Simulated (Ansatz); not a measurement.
Job for Ansatz (a program for electronic structure): U-B3LYP/def2-TZVPP on BOs, 2S+1 = 4, a spin state set in the input, which need not be the lowest, a point of a bond scan (R = 1.777 Å). Elements past Kr take the def2 small-core potentials; no spin–orbit coupling.

Ansatz 0.2 input:
```yaml
crystal:
  periodic: [false, false, false]
  atoms:
    - {symbol: Os, position_ang: [0.00000000, 0.00000000, 0.00000000]}
    - {symbol: B, position_ang: [0.00000000, 0.00000000, 1.77741300]}
basis:
  gaussian:
    orbitals: def2-TZVPP
    pivot_positions_ang: [[0.00000000, 0.00000000, 0.00000000], [0.00000000, 0.00000000, 1.77741300]]
hamiltonian:
  xc: {name: B3LYP}
magnetization: {spin_polarized: true, initial_magnetization: 3}
output: {forces: true, orbitals: {seedname: ./end}}
```

The head of its log:

```
WARN ansatz: RAYON_NUM_THREADS=1 ignored (pool sized by the plan → 1); use --threads N
Functional definition: B3LYP
integrals: 0.02 GiB planned
579 factors; their error is unknown
mean field: 0.27 GiB planned
mean field evaluation 1: about -3137.1271 eV, gradient 2.9e1 eV
mean field evaluation 2: about -3123.2799 eV, gradient 5.8e1 eV
```

Task: What total energy does the run end on?

Result: -115.4237 hartree.
